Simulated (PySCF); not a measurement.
Compound: C7H13BO2.
SMILES with atom numbers: `[CH2:1]=[CH:2][C@@H:3]1[CH2:4][CH2:5][C@H:6]([B:7]([OH:8])[OH:9])[CH2:10]1` (hydrogens: H11, H12 on C1; H13 on C2; H14 on C3; H15, H16 on C4; H17, H18 on C5; H19 on C6; H20 on O8; H21 on O9; H22, H23 on C10)

Structure used (PBE0-D3(BJ)/def2-SVP), in Å, numbered top down from 1:
```xyz
23
C7H13BO2 angstrom
C      3.6477    0.7581   -0.5304
C      2.3775    0.6898   -0.9320
C      1.2879   -0.0693   -0.2501
C      0.6455   -1.1692   -1.1227
C     -0.8292   -1.2714   -0.6717
C     -0.9994   -0.2621    0.4782
B     -2.4184    0.4010    0.6267
O     -2.8374    0.7688    1.8743
O     -3.1520    0.6229   -0.5048
C      0.0855    0.7833    0.1739
H      4.3950    1.3346   -1.0819
H      3.9864    0.2363    0.3708
H      2.0780    1.2269   -1.8432
H      1.7006   -0.5360    0.6614
H      0.7076   -0.8845   -2.1858
H      1.1945   -2.1176   -1.0263
H     -1.1059   -2.2904   -0.3614
H     -1.5006   -1.0054   -1.5021
H     -0.7312   -0.7417    1.4354
H     -3.6919    1.2091    1.9075
H     -3.9907    1.0739   -0.3726
H      0.3113    1.4475    1.0220
H     -0.2285    1.4222   -0.6724
```

The closed-shell ground state was solved at several levels (PySCF, density fitting, gas phase, non-relativistic).

```
              level  basis functions  total energy (Eh)  HOMO (eV)  LUMO (eV)  gap (eV)  dipole (D)
CAM-B3LYP/def2-SVPD              310          -449.4407      -8.45       0.21      8.66        2.76
      PBE0/pcSseg-1              235          -449.3857      -7.09       0.55      7.64        2.97
```

Task: What might B97-2/pcSseg-1 (235 basis functions) give for the same quantities?

Result: Total energy -449.7522 Eh, HOMO -6.83 eV, LUMO 0.50 eV, gap 7.33 eV, dipole 2.94 D.

Task: Over all these levels, which gives the widest orbital gap and which the narrowest?

Result: CAM-B3LYP/def2-SVPD (range-separated hybrid) has the widest, 8.66 eV, and B97-2/pcSseg-1 (global hybrid, 21 % exact exchange) the narrowest, 7.33 eV. Functional and basis both differ between the two, so the spread mixes both effects.

Task: How far do the dipole and the HOMO energy spread over the levels?

Result: The dipole runs from 2.76 to 2.97 D (mean 2.89 D) and the HOMO from -8.45 to -6.83 eV.

One conformer stands for the species.
